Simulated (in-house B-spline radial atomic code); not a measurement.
Configurations of the thulium ion Tm⁺, with energies counted from [Xe] (4f5/2)6 (4f7/2)7 6s1. Computed with a B-spline radial code for spherical atoms: Dirac-Hartree-Fock, average of each configuration as written, Fermi nucleus of rms radius 5.2256 fm. Energies include first-order Breit, QED and recoil terms.

Occupations are held fixed; configurations that lie above the ionisation limit could autoionise.

```
                                                  configuration  E - E(ref) (eV)  highest orbital  its <r> (bohr)
                                     [Xe] (4f5/2)5 (4f7/2)8 6s1           1.0665            6s1/2           3.805
                                [Xe] (4f5/2)6 (4f7/2)7 (6d5/2)1           6.9256            6d5/2           8.221
                            [Xe] (4f5/2)6 (4f7/2)6 6s1 (6d5/2)1           7.3442            6d5/2           7.541
                               [Xe] (4f5/2)5 (4f7/2)8 (10d3/2)1           11.267           10d3/2           41.86
[Kr] 4d10 (4f5/2)6 (4f7/2)7 5s2 (5p1/2)1 (5p3/2)4 6s1 (10p3/2)1           41.025           10p3/2           32.47
```

**Question.** Order these further configurations by energy, lowest first.
A. [Kr] 4d10 (4f5/2)6 (4f7/2)7 5s2 (5p1/2)2 (5p3/2)3 6s1 (8f5/2)1
B. [Kr] 4d10 (4f5/2)6 (4f7/2)7 5s2 (5p1/2)2 (5p3/2)3 (5g7/2)1 6s1
C. [Xe] (4f5/2)5 (4f7/2)7 6s1 (8g7/2)1
D. [Xe] (4f5/2)6 (4f7/2)7 (7d3/2)1
E. [Xe] (4f5/2)6 (4f7/2)6 (5d5/2)1 6s1

**Answer.** E (0.72865 eV), D (8.5538 eV), C (12.617 eV), B (34.269 eV), A (35.321 eV).
